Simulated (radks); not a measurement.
Values are calculated unless marked as measured or tabulated.
Question: These are the eigenvalues of the occupied orbitals of an atom or ion with whole-number occupations (hartree). Code: a radial shooting solver on a logarithmic mesh with Libxc functionals. Model: scalar-relativistic Kohn-Sham, r2SCAN, spin-polarised, spherical densities, finite nucleus; meta-GGA in the generalised Kohn-Sham scheme; Fermi nuclear charge, rms radius of each element as measured or else 0.836 A^(1/3) + 0.57 fm.

| orbital | eigenvalue |
|---|---|
| 1s up | -1659.215 |
| 1s down | -1659.211 |
| 2s up | -272.4136 |
| 2s down | -272.4121 |
| 2p up | -243.3886 |
| 2p down | -243.3862 |
| 3s up | -61.52761 |
| 3s down | -61.47237 |
| 3p up | -52.36464 |
| 3p down | -52.30885 |
| 3d up | -39.80281 |
| 3d down | -39.75804 |
| 4s up | -14.21390 |
| 4s down | -14.07127 |
| 4p up | -11.17540 |
| 4p down | -11.03167 |
| 4d up | -6.86299 |
| 4d down | -6.71475 |
| 5s up | -3.46793 |
| 5p up | -2.63398 |
| 5p down | -2.53230 |
| 4f up | -2.21472 |
| 5f up | -0.69752 |

Which element is it, and in what charge state? The configuration may be excited. Open shells, if any, are filled with parallel spins first.

Answer: Z = 61, promethium, charge +4: Pm4+ in [Kr] 4d10 4f3 5s1 5p6 5f1. The list shows which subshells hold electrons but not how many an open one holds; the 1s level, -1659.2 hartree, gives Z - s = 57.6 by -(Z - s)^2/2, which with screening and relativity narrows Z to a few neighbours, and the depths of the outer levels then fix element, charge and occupations together.
